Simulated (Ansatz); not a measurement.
Consider the formal exchange of groups at the Se–C bond: `CC[Se]C` + `OBO` → `CC[Se]B(O)O` + CH₄.

Gas-phase electronic energies from Ansatz, PBE0-D4/def2-TZVP geometries. CCSD(T)/CBS adds triple-zeta CCSD(T) − MP2 to the extrapolated MP2 energy (def2 sets, frozen cores). This one scheme is used for every species. Functionals use def2-TZVPP. B3LYP here is the variant with VWN-RPA as its local correlation; programs differ in this. For Se outer-core shells are correlated without core-valence functions, which leaves a few kJ/mol of doubt a bond. Scalar relativity is left out up to krypton. Each species was taken in one conformer, which may not be the lowest.

```csv
level,ΔE (kJ/mol)
PBE-D4,-104.8
B3LYP-D4,-102.5
B2PLYP,-100.0
MP2/def2-TZVPP,-106.0
```

**Question.** What does CCSD(T)/CBS give? (An estimate is asked.)

**Answer.** The calculation gave: -103.7 kJ/mol. The listed levels differ from it by -1.1, 1.2, 3.7, -2.3 kJ/mol.

Largest T1 diagnostic among the species: 0.013.

The D4 term adds −6.1 kJ/mol with B3LYP and −3.5 kJ/mol with PBE0; it sums over pairs of atoms, weighted by their polarisabilities, and B3LYP, whose exchange is more repulsive, gets the larger term. In def2-TZVPP, CCSD(T) changes the Hartree–Fock value by −8.5 kJ/mol (the triples alone add −1.9 kJ/mol) and MP2 by −11.6 kJ/mol.
